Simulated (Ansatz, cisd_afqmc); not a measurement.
Reaction: C3H5Cl (SMILES C(/C)=C\Cl) → C3H5Cl (2-chloroprop-1-ene, SMILES C=C(C)Cl)
Each species at its own B3LYP-D3(BJ)/def2-TZVP minimum (Ansatz, a first-principles code).

Wanted: isomerisation energy (electronic), in kJ/mol. Radicals and triplets start from unrestricted determinants; spin-orbit coupling is neglected. Cores are frozen in correlated methods. Rows without X2C or -DK are non-relativistic. AFQMC is phaseless with a CISD trial state; ± is one standard error, without the phaseless bias. Outlying blocks are dropped, and bars are widened where a walk drifts. Over all cases where full CI ran beside it in this data, AFQMC minus full CI had a median of +0.1 mEh and passed +0.4 mEh in a tenth of the cases. CBS(X,Y): correlation extrapolated as X^-3, Hartree-Fock from the larger set. A bracket is a step between two methods taken in the basis named. Functionals run without relativity, which enters their misses. Double hybrids freeze cores in their MP2 part. 'core' is core correlation in cc-pwCVTZ (1s frozen past Ne), 'X2C' scalar relativity in cc-pVTZ-DK, both at CCSD(T).

```tsv
level	program	isomerisation energy (kJ/mol)	difference against the last row
HF/cc-pV(Q+d)Z	Ansatz	-5.5	3.8
r2SCAN/def2-TZVPD	Ansatz	-9.1	0.2
PBE0/def2-TZVPD	Ansatz	-6.4	2.9
B2GP-PLYP/def2-TZVPD	Ansatz	-8.3	1.0
AFQMC/CISD/cc-pV(T+d)Z	cisd_afqmc	-10.5 ± 1.3	-1.2
CCSD(T)/CBS(cc-pV(T+d)Z,cc-pV(Q+d)Z) + [AFQMC/CISD - CCSD(T)]/cc-pV(T+d)Z + core + X2C	Ansatz + cisd_afqmc	-11.2 ± 1.3	-1.9
CCSD(T)/CBS(cc-pV(T+d)Z,cc-pV(Q+d)Z) + [CCSDT(Q) - CCSD(T)]/cc-pV(D+d)Z + core + X2C	Ansatz	-9.3	0.0
```
